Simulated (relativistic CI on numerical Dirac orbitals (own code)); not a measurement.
# Ligand-field terms of d4

Computed with a parametric ligand-field model of a d^n configuration (Racah B and C, spin-orbit zeta, crystal field), exact diagonalisation.

Field parameters in Wybourne normalisation: Oh B⁴₀ = 21Dq, B⁴₄ = √(5/14) B⁴₀. The field is a parameter set, without covalency.

Ground term and bands for B = 460, C = 2140, ζ = 0 cm⁻¹, Oh, 10Dq = 9660 cm⁻¹?

Ground term 5E with 1.00 electrons in the two orbitals of the cubic e set. Spin-allowed: 5T2 9660 cm⁻¹ (1035 nm). Lowest spin-forbidden: 3T1 2865 cm⁻¹, 1T2 8674 cm⁻¹ (1153 nm), 1E 9274 cm⁻¹ (1078 nm).

Ground term and bands for B = 460, C = 2140, ζ = 0 cm⁻¹, Oh, 10Dq = 2300 cm⁻¹?

Ground term 5E with 1.00 electrons in the two orbitals of the cubic e set. Spin-allowed: 5T2 2300 cm⁻¹. Lowest spin-forbidden: 3T1 9356 cm⁻¹ (1069 nm), 3E 10669 cm⁻¹ (937 nm), 3T1 11422 cm⁻¹ (876 nm).

Ground term and bands for B = 460, C = 2140, ζ = 0 cm⁻¹, Oh, 10Dq = 10580 cm⁻¹?

Ground term 5E with 1.00 electrons in the two orbitals of the cubic e set. Spin-allowed: 5T2 10580 cm⁻¹ (945 nm). Lowest spin-forbidden: 3T1 1996 cm⁻¹, 1T2 7845 cm⁻¹ (1275 nm), 1E 8460 cm⁻¹ (1182 nm).

Ground term and bands for B = 460, C = 2140, ζ = 0 cm⁻¹, Oh, 10Dq = 11500 cm⁻¹?

Ground term 5E with 1.00 electrons in the two orbitals of the cubic e set. Spin-allowed: 5T2 11500 cm⁻¹ (870 nm). Lowest spin-forbidden: 3T1 1121 cm⁻¹, 1T2 7008 cm⁻¹ (1427 nm), 1E 7633 cm⁻¹ (1310 nm).

Ground term and bands for B = 460, C = 2140, ζ = 0 cm⁻¹, Oh, 10Dq = 7820 cm⁻¹?

Ground term 5E with 1.00 electrons in the two orbitals of the cubic e set. Spin-allowed: 5T2 7820 cm⁻¹ (1279 nm). Lowest spin-forbidden: 3T1 4584 cm⁻¹ (2181 nm), 1T2 10304 cm⁻¹ (970 nm), 3E 10835 cm⁻¹ (923 nm).
